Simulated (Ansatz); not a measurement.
Coupled-cluster diagnostics for the cluster Hg2Cl4⁺, Ansatz.

Geometry of the doublet (PBE0-D4/def2-SVP):

```csv
atom,x (Å),y (Å),z (Å)
Hg1,0.320,1.696,-0.572
Hg2,1.914,-1.843,0.714
Cl3,-1.785,-0.612,0.140
Cl4,2.409,0.687,-0.144
Cl5,-1.779,2.484,-0.926
Cl6,-1.079,-2.413,0.789
```

In the def2 sets Hg takes a core potential; there is no spin–orbit coupling. Correlated methods freeze 20 core orbitals; core or outer-core shells of Hg are correlated, in sets that lack core-valence functions. In the doublet, Cl3 and Cl6 lie 2.04 Å apart (atoms count from 1), so these atoms are partly bonded to each other. Another isomer (doublet) lies 0.82 eV lower at PBE0-D4/def2-TZVP; other spin states weren't run for this one.

Task: Estimate the CCSD(T) correlation energy, the shares of MP2 and (T), T1 and the reference's ⟨S²⟩ for: charge 1, doublet, own geometry in def2-SVP; and the rough time on 4 threads of Arm Neoverse V1 on a shared host.

Result: 
```tsv
state	basis	correlation (eV)	MP2 share (%)	(T) share (%)	T1	⟨S²⟩ (pure)	wall time
charge 1, doublet, own geometry	def2-SVP	-34.435	97.3	2.3	0.018	0.75 (0.75)	4.4 min
```
Customary marks for T1 are 0.02 (closed shells), 0.045 (open shells) and about 0.05 (3d metals). T1 stays under 0.02 throughout.
